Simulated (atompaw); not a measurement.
**Before and after: PAW (atompaw) potential for caesium**

| Quantity | Value |
| --- | --- |
| Element | Cs |
| Generator | atompaw 4.2.0.5 |
| Type | PAW |
| Functional | LDA (PW92) |
| Relativity | scalar-relativistic |
| Frozen core | [Kr] 4d10 |
| Valence charge | 9 |
| Reference configuration | 5s2 5p6 5d0 6s0.75 6p0.25 |
| Partial waves | 5s (bound); 6s (bound); 5p (bound); 6p (bound); 5d (bound, empty); 5d channel at 2.6 Ry |
| Local potential | bessel scheme, radius 2.00 bohr |
| Core correction | smooth core density matched at 2.00 bohr |
| Augmentation charge | sinc compensation charge, radius 2.35 bohr; PAW radius 3.00 bohr; waves and projectors: bloechl |

Change: all radii scaled by about 0.76 (s 1.74, p 1.78, d 2.28 bohr); local potential bessel scheme, radius 1.52 bohr; augmentation sinc compensation charge, radius 1.78 bohr; PAW radius 2.28 bohr; waves and projectors: bloechl; core correction smooth core density matched at 1.52 bohr.

Cutoffs: the cutoffs (Ry, on a coarse ladder) from which the occupation-weighted sum of valence levels, in a spherical-Bessel basis at the reference potential, stays within 10 and 1 mRy of its value at 400 Ry; they do not see the model core or the augmentation charge, which bear on the density cutoff.

**Question.** What does the change do?

**Answer.** The potential gets harder (12 Ry and 15 Ry → 12 Ry and 21 Ry); a bound ghost appears in p, which as a rule spoils a file. A smaller radius makes the pseudo-wave follow the all-electron one further in, where it bends more sharply, so more plane waves are needed.

```tsv
quantity	base	changed
cutoff, loose	12 Ry	12 Ry
cutoff, tight	15 Ry	21 Ry
loose cutoff by channel (10 mRy a level)	s 8 Ry, p 10 Ry	s 6 Ry, p 8 Ry
bound ghosts	none	p
lowest overlap eigenvalue by channel	s 0.41, p 0.63, d 0.84	s 0.39, p 0.01, d 0.07
```

 A true bound ghost makes a file unfit for plane-wave use even where its test errors are small: the radial tests pick states by their node count and pass the ghost by. The cutoffs see the waves, projectors and local potential, not the compensation charge or the core.
